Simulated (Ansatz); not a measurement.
Basis-set series for C₄H₈Si (`C=C1CC1[SiH3]`). Total charge 0; spin multiplicity 1. All single points use the PBE0-D4/def2-TZVP geometry.

| functional | basis | functions | energy (Eh) | HOMO (eV) | LUMO (eV) |
| --- | --- | --- | --- | --- | --- |
| PBE0-D4 | def2-SVP | 114 | -446.14613 | -7.41 | 0.13 |
| PBE0-D4 | def2-QZVPP | 538 | -446.43325 | -7.45 | -0.15 |
| ωB97M-V | def2-SVP | 114 | -446.33787 | -9.63 | 2.24 |
| ωB97M-V | def2-QZVPP | 538 | -446.63407 | -9.66 | 1.59 |

Problem. Give the rows for def2-TZVPP. (An estimate is asked.)

Solution. The calculation gave: 
```json
{"functional": "PBE0-D4", "basis": "def2-TZVPP", "functions": "278", "energy (Eh)": "-446.41484", "HOMO (eV)": "-7.44", "LUMO (eV)": "-0.06"}
{"functional": "ωB97M-V", "basis": "def2-TZVPP", "functions": "278", "energy (Eh)": "-446.61701", "HOMO (eV)": "-9.66", "LUMO (eV)": "1.92"}
```

Positive LUMOs are unbound and depend on the basis.

Program: Ansatz 0.2.0.
